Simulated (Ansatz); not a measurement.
Geometry optimisation, RKS PBE0/6-31G* in Ansatz 0.2.0.

Input file:

```yaml
crystal:
  periodic: [false, false, false]
  atoms:
    - { symbol: B, position_ang: [-0.014629, -0.224357, -0.179785] }
    - { symbol: F, position_ang: [-0.030468, -0.683218, 1.07769] }
    - { symbol: "N", position_ang: [1.238955, -0.000253, -0.795409] }
    - { symbol: H, position_ang: [2.100676, -0.203395, -0.317527] }
    - { symbol: H, position_ang: [1.357373, 0.328068, -1.738736] }
    - { symbol: "N", position_ang: [-1.256534, -0.018237, -0.827945] }
    - { symbol: H, position_ang: [-2.127708, -0.17204, -0.348139] }
    - { symbol: H, position_ang: [-1.358271, 0.271709, -1.785185] }
    - { symbol: H, position_ang: [-0.13717, 1.82937, 1.057159] }
    - { symbol: H, position_ang: [-0.105524, 1.378651, 1.602076] }
basis:
  gaussian: { orbitals: "6-31G*" }
hamiltonian:
  xc: pbe0
relax:
  f_tol: 0.03
  max_steps: 50
output:
  orbitals: {}
```

Launched with:

```bash
$ ansatz run input.yaml --threads 1 --pin off --max-ram 2048MiB --backend cpu --events-out ev --progress --plain --runs-dir out
```

Task: Where does it end, and by what steps?

Result: The forces met the threshold. After 20 steps the energy has fallen by 0.219 eV; H9 moved furthest, 1.79 Å.

| step | energy less start (eV) | largest force component (eV/Å) | accepted |
| --- | --- | --- | --- |
| 0 | 0.0000 | 1.193 | yes |
| 1 | -0.1260 | 0.284 | yes |
| 2 | -0.1648 | 0.187 | yes |
| 3 | -0.1813 | 0.055 | yes |
| 4 | -0.1854 | 0.050 | yes |
| 5 | -0.1884 | 0.292 | yes |
| 6 | -0.1799 | 1.013 | no |
| 7 | -0.1942 | 0.176 | yes |
| 8 | -0.2009 | 0.083 | yes |
| 9 | -0.2011 | 0.082 | yes |
| 10 | -0.1018 | 2.225 | no |
| 11 | -0.2049 | 0.036 | yes |
| 12 | -0.2063 | 0.331 | yes |
| 13 | -0.2102 | 0.140 | yes |
| 14 | -0.2121 | 0.292 | yes |
| 15 | -0.2148 | 0.182 | yes |
| 16 | -0.2164 | 0.117 | yes |
| 17 | -0.2179 | 0.065 | yes |
| 18 | -0.2184 | 0.097 | yes |
| 19 | -0.2188 | 0.044 | yes |
| 20 | -0.2190 | 0.028 | yes |

```xyz
10
Properties=species:S:1:pos:R:3
B -0.006 -0.210 -0.464
F -0.026 -0.118 0.887
N 1.255 -0.253 -1.101
H 2.108 -0.213 -0.568
H 1.390 -0.318 -2.095
N -1.247 -0.257 -1.139
H -2.115 -0.216 -0.632
H -1.351 -0.318 -2.137
H -0.191 2.512 2.706
H -0.151 1.898 2.287
```

Whether the end is a true minimum wasn't checked by a vibrational analysis.

The run took 30 s on 1 thread of Intel(R) Xeon(R) 6975P-C (Granite Rapids), with other jobs on the host, peak memory 0.16 GiB.
